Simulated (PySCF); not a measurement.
B(Cl)(vinyl)(OH) (C2H4BClO), SMILES C=CB(Cl)O. The structure is a stationary point at ωB97X-D3(BJ)/def2-SVP. The values are those of a single conformer.

Computed equilibrium geometry at ωB97X-D3(BJ)/def2-SVP (PySCF confirms it by a frequency run) as Cartesian coordinates in Å, and its point group (one conformer of several):
point group Cs.
```xyz
9

B     -0.2169    -0.0377     0.0000
Cl     0.4248    -1.7034     0.0000
C      0.7575     1.1777     0.0000
C      0.2985     2.4369     0.0000
H      1.8398     1.0039     0.0000
H      0.9683     3.3048     0.0000
H     -0.7778     2.6445     0.0000
O     -1.5562     0.1479     0.0000
H     -2.0546    -0.6777     0.0000
```
Charge 0, spin multiplicity 1.
